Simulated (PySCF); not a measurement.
AuF5, SMILES [F][Au]([F])([F])([F])[F], multiplicity 1.

Geometry optimised at PBE0-D3(BJ)/def2-SVP. The spin state was assumed, not searched. The def2 effective core potentials stand for the cores of Au; spin–orbit coupling is left out.

These are PBE/def2-TZVP (PySCF) values and carry that method's errors.

Symmetry labels are those of the subgroup C2v that the program uses (full group C4v).

Task: List the valence orbital energies around the gap with their symmetry. (An estimate is asked for; the answer gives what the named calculation found.)

Result: 
```json
[
 {"orbital": "HOMO−7", "symmetry": "B1", "energy (eV)": "-11.17"},
 {"orbital": "HOMO−6", "symmetry": "A2", "energy (eV)": "-10.49"},
 {"orbital": "HOMO−5", "symmetry": "B1", "energy (eV)": "-10.47"},
 {"orbital": "HOMO−4", "symmetry": "B2", "energy (eV)": "-10.47"},
 {"orbital": "HOMO−3", "symmetry": "A2", "energy (eV)": "-9.86"},
 {"orbital": "HOMO−2", "symmetry": "B2", "energy (eV)": "-9.53"},
 {"orbital": "HOMO−1", "symmetry": "B1", "energy (eV)": "-9.53"},
 {"orbital": "HOMO", "symmetry": "A1", "energy (eV)": "-9.24"},
 {"orbital": "LUMO", "symmetry": "A1", "energy (eV)": "-9.00"},
 {"orbital": "LUMO+1", "symmetry": "A2", "energy (eV)": "-6.38"},
 {"orbital": "LUMO+2", "symmetry": "A1", "energy (eV)": "-2.11"},
 {"orbital": "LUMO+3", "symmetry": "A1", "energy (eV)": "0.55"}
]
```
